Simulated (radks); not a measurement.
Spherical quantum dot in the effective-mass picture: electrons in a parabolic well V = omega^2 r^2 / 2 with omega = 1.08, all in effective atomic units (hartree* = m*/eps^2 hartree, bohr* = eps/m* bohr), one dielectric constant everywhere. Method: non-relativistic Kohn-Sham, LDA (Slater exchange, Perdew-Wang correlation), spin-polarised, spherical densities; computed with a radial shooting solver with Libxc functionals. Levels are named by radial order and angular momentum (1s, 1p, 1d, 2s, ...), and open shells are averaged over m.

N = 36, configuration 1s2 1p6 1d10 2s2 1f14 2p(up 2, down 0). This is the lowest configuration that the search found. Occupied and some empty levels:

level,occupation,eigenvalue (hartree*),<r> (bohr*)
1s up,1,16.238,1.770
1s down,1,16.268,1.799
1p up,3,16.649,2.228
1p down,3,16.666,2.242
1d up,5,17.110,2.539
1d down,5,17.121,2.542
2s up,1,17.201,2.186
2s down,1,17.230,2.168
1f up,7,17.619,2.774
1f down,7,17.629,2.772
2p up,2,17.782,2.413
2p down,0,17.812,2.416
1g up,0,18.176,2.965
1g down,0,18.187,2.963
2d up,0,18.406,2.637
2d down,0,18.429,2.648
3s up,0,18.492,2.455
3s down,0,18.514,2.454

Energy (hartree*): total 394.185, kinetic 36.038, external 143.82, Hartree 231.45, exchange-correlation -17.124.
